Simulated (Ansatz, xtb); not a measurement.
Two isomers of C5H2ClNO

We compare I, `C#Cc1cnc(Cl)o1`, a singlet, with II, `C#Cc1ocnc1Cl`, a singlet. Both are isolated molecules in the gas phase, relaxed with r2SCAN-D4/def2-SVP.

Quicker runs give these differences E(II) − E(I): GFN2-xTB −0.010 eV; HF/STO-3G −0.040 eV (at GFN2-xTB geometries); r2SCAN-D4/def2-SVP//GFN2-xTB −0.033 eV.

Task: Estimate E(II) − E(I) at the level CCSD(T)/def2-SVP + ΔMP2/def2-TZVPP.

Result: Too close to call at this level: CCSD(T)/def2-SVP + ΔMP2/def2-TZVPP gives E(II) − E(I) = −0.036 eV.

Level by level:

```json
{"level": "GFN2-xTB", "geometry": "GFN2-xTB", "E(II) − E(I) (eV)": "−0.010", "departure from the last row (eV)": "+0.025", "job, with rough time for the two": "optimisation, 0.2 s"}
{"level": "HF/STO-3G", "geometry": "GFN2-xTB", "E(II) − E(I) (eV)": "−0.040", "departure from the last row (eV)": "−0.004", "job, with rough time for the two": "single point, 0.75 s"}
{"level": "r2SCAN-D4/def2-SVP//GFN2-xTB", "geometry": "GFN2-xTB", "E(II) − E(I) (eV)": "−0.033", "departure from the last row (eV)": "+0.003", "job, with rough time for the two": "single point, 4 s"}
{"level": "r2SCAN-D4/def2-SVP", "geometry": "r2SCAN-D4/def2-SVP", "E(II) − E(I) (eV)": "−0.033", "departure from the last row (eV)": "+0.003", "job, with rough time for the two": "optimisation, 40 s"}
{"level": "HF/def2-SVP", "geometry": "r2SCAN-D4/def2-SVP", "E(II) − E(I) (eV)": "−0.008", "departure from the last row (eV)": "+0.028", "job, with rough time for the two": "part of the CCSD(T) run"}
{"level": "MP2/def2-SVP", "geometry": "r2SCAN-D4/def2-SVP", "E(II) − E(I) (eV)": "−0.047", "departure from the last row (eV)": "−0.011", "job, with rough time for the two": "part of the CCSD(T) run"}
{"level": "CCSD(T)/def2-SVP", "geometry": "r2SCAN-D4/def2-SVP", "E(II) − E(I) (eV)": "−0.034", "departure from the last row (eV)": "+0.001", "job, with rough time for the two": "single point"}
{"level": "CCSD(T)/def2-SVP + ΔMP2/def2-TZVPP", "geometry": "r2SCAN-D4/def2-SVP", "E(II) − E(I) (eV)": "−0.036", "departure from the last row (eV)": "", "job, with rough time for the two": "single point, 76 s"}
```

As drawn, both hold the same kinds of bond in the same numbers.

The largest departure from CCSD(T)/def2-SVP + ΔMP2/def2-TZVPP is that of HF/def2-SVP, 0.028 eV. The last row adds to CCSD(T) the change of the MP2 difference between the two basis sets, here −0.001 eV.

With thermal terms from frequencies at re-optimised GFN2-xTB minima (ideal gas, soft modes damped towards free rotors, one conformer each, 298.15 K, 1 atm): on the last row, ΔE + ΔZPE = −0.033, ΔH = −0.033, ΔG = −0.035 eV.

The correlated steps freeze 12 core orbitals. Run with Ansatz 0.2.0, xtb 6.7.1; the last row on 2 threads of Intel(R) Xeon(R) Processor @ 2.70GHz on a shared host.
